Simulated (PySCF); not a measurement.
## Electron correlation in Si (silicon, neutral)

[Ne] 3s2 3p2, high-spin 3P determinant. Computed with PySCF 2.14 in aug-cc-pwCVTZ (8s7p5d3f, 75 functions), with the non-relativistic Hamiltonian (point nucleus). Frozen: 1s2; 12 electrons correlated.

MP2 pair energies summed by pair of shells (mhartree):

| pair | energy | share (%) |
| --- | --- | --- |
| 2p-2p | -170.51 | 54.3 |
| 2s-2p | -45.55 | 14.5 |
| 3s-3p | -34.85 | 11.1 |
| 2p-3s | -18.33 | 5.8 |
| 3s-3s | -16.68 | 5.3 |
| 2p-3p | -10.07 | 3.2 |
| 2s-2s | -8.38 | 2.7 |
| 3p-3p | -5.83 | 1.9 |
| 2s-3s | -2.23 | 0.7 |
| 2s-3p | -1.45 | 0.5 |

Total MP2 correlation energy: -313.87 mhartree.

Same-spin part -83.63 and opposite-spin part -230.25 mhartree; SCS-MP2 scales them by 1/3 and 6/5 to -304.17 mhartree.
